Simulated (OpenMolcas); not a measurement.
**Nb3+ in a point-charge field**

Nb3+ among 5 point charges of -2 e arranged as a trigonal bipyramid (D3h), 2.14 Å from the ion, with the axial distance 2.247 Å. The active orbitals were held to one l.
```
   2.1400    0.0000    0.0000  -2.00
  -1.0700    1.8533    0.0000  -2.00
  -1.0700   -1.8533    0.0000  -2.00
   0.0000    0.0000    2.2470  -2.00
   0.0000    0.0000   -2.2470  -2.00
```

| Property | Result |
| --- | --- |
| Program | OpenMolcas 26.06 |
| Method | CASSCF |
| Basis | ANO-RCC-VDZP [6s5p3d1f] |
| Scalar Hamiltonian | DKH2, point nucleus |
| Active space | 2 electrons in 5 orbitals (4d) |
| State averaging | 2S+1 = 3 even, 10 roots; 2S+1 = 1 even, 15 roots |
| Spin-orbit coupling | state interaction with AMFI integrals over the reference wave functions |

The lowest spin-free states (labels of D3, the rotations of D3h), above the lowest:

```json
{"State": "3A2", "Degeneracy": "1", "E (cm-1)": "0.0", "Free-ion L (%)": "F (97)"}
{"State": "2S+1 = 3", "Degeneracy": "2", "E (cm-1)": "2622", "Free-ion L (%)": "F (100)"}
{"State": "3E", "Degeneracy": "2", "E (cm-1)": "4629", "Free-ion L (%)": "F (93)"}
{"State": "1E", "Degeneracy": "2", "E (cm-1)": "10825", "Free-ion L (%)": "D (59)"}
{"State": "1E", "Degeneracy": "2", "E (cm-1)": "12574", "Free-ion L (%)": "D (94)"}
{"State": "1A1", "Degeneracy": "1", "E (cm-1)": "13505", "Free-ion L (%)": "D (61)"}
{"State": "3E", "Degeneracy": "2", "E (cm-1)": "13980", "Free-ion L (%)": "F (100)"}
{"State": "3A2", "Degeneracy": "1", "E (cm-1)": "16518", "Free-ion L (%)": "P (97)"}
{"State": "2S+1 = 1", "Degeneracy": "2", "E (cm-1)": "17166", "Free-ion L (%)": "G (100)"}
{"State": "3E", "Degeneracy": "2", "E (cm-1)": "19448", "Free-ion L (%)": "P (93)"}
{"State": "1E", "Degeneracy": "2", "E (cm-1)": "21146", "Free-ion L (%)": "G (100)"}
{"State": "1E", "Degeneracy": "2", "E (cm-1)": "24694", "Free-ion L (%)": "G (94)"}
{"State": "1E", "Degeneracy": "2", "E (cm-1)": "26687", "Free-ion L (%)": "G (59)"}
{"State": "1A1", "Degeneracy": "1", "E (cm-1)": "27207", "Free-ion L (%)": "G (44)"}
{"State": "1A1", "Degeneracy": "1", "E (cm-1)": "48264", "Free-ion L (%)": "S (77)"}
```

The lowest levels with spin-orbit coupling:

```
E (cm-1)  Degeneracy  Label      2S+1                g
     0.0           1     A1         3                 
   131.7           2      E         3   0.00 0.00 3.95
    1855           2      E         3   0.00 0.00 2.01
    2861           2                3   0.00 0.00 6.00
    3825           2      E         3  0.00 0.00 10.00
    4558           1     A2         3                 
    4754           1     A1         3                 
    4868           2      E         3   0.00 0.00 2.04
    5177           2      E         3   0.00 0.00 5.99
   11089           2      E         1   0.00 0.00 4.01
   12576           2      E  1 (77 %)   0.00 0.00 1.64
   13634           1     A1         1                 
   13907           2      E  3 (81 %)   0.00 0.00 0.41
   14296           2      E         3   0.00 0.00 4.01
   14808           2                3   0.00 0.00 7.91
   16747           1     A1         3                 
   16842           2      E         3   0.00 0.00 3.94
   17571           2                1   0.00 0.00 6.09
   19414           1     A2         3                 
   19521           1     A1         3
```

Powder χT (cm3 K/mol): 0.00895 at 2 K, 0.0447 at 10 K, 0.232 at 50 K, 0.418 at 100 K, 0.57 at 200 K, 0.641 at 300 K. The effective moment at 300 K is 2.828 √(χT) = 2.26 μB.

The lowest level has 2S+1 = 3, for which the spin-only value is χT = S(S+1) / 2 = 1.000 cm3 K/mol (g = 2). The computed 0.641 at 300 K differs by -0.359, through orbital momentum, spin-orbit coupling and any other state in reach.

Without dynamic correlation the repulsion within the d shell is too large (B by tens of per cent), so at a given field states of lower spin stand too high. Point charges carry no covalency, so the field is a model and not that of real ligands. An unlabelled pair can be two single states that coincide in this model. No measured value stands beside these numbers.

A state without a sure symmetry label is named by its multiplicity alone. With an even number of electrons the g values are those of a degenerate or nearly degenerate non-Kramers pair.
